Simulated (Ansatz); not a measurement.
Coupled-cluster diagnostics for Si(CCH)2H2 (C₄H₄Si), Ansatz.

Geometry of the singlet (PBE0-D4/def2-SVP):

| atom | x (Å) | y (Å) | z (Å) |
| --- | --- | --- | --- |
| Si1 | 0.853 | 0.221 | -0.365 |
| C2 | -0.510 | -0.583 | -1.288 |
| C3 | -1.410 | -1.117 | -1.908 |
| H4 | -2.207 | -1.590 | -2.455 |
| C5 | 0.334 | 0.538 | 1.364 |
| C6 | -0.002 | 0.752 | 2.513 |
| H7 | -0.301 | 0.941 | 3.529 |
| H8 | 1.198 | 1.513 | -1.022 |
| H9 | 2.044 | -0.674 | -0.366 |

Correlated methods freeze 9 core orbitals.

Question: Estimate the CCSD(T) correlation energy, the shares of MP2 and (T), T1 and the reference's ⟨S²⟩ for: charge 0, singlet, own geometry in def2-TZVPP; and the rough time on 2 threads of AMD EPYC 7R13 on a shared host and a share (18 GiB) of an NVIDIA H100 80GB HBM3.

Answer: 
```csv
state,basis,correlation (eV),MP2 share (%),(T) share (%),T1,⟨S²⟩ (pure),wall time
"charge 0, singlet, own geometry",def2-TZVPP,-21.404,91.2,5.1,0.014,0.00 (0.00),3.7 s
```
Customary marks for T1 are 0.02 (closed shells), 0.045 (open shells) and about 0.05 (3d metals). T1 stays under 0.02 throughout.
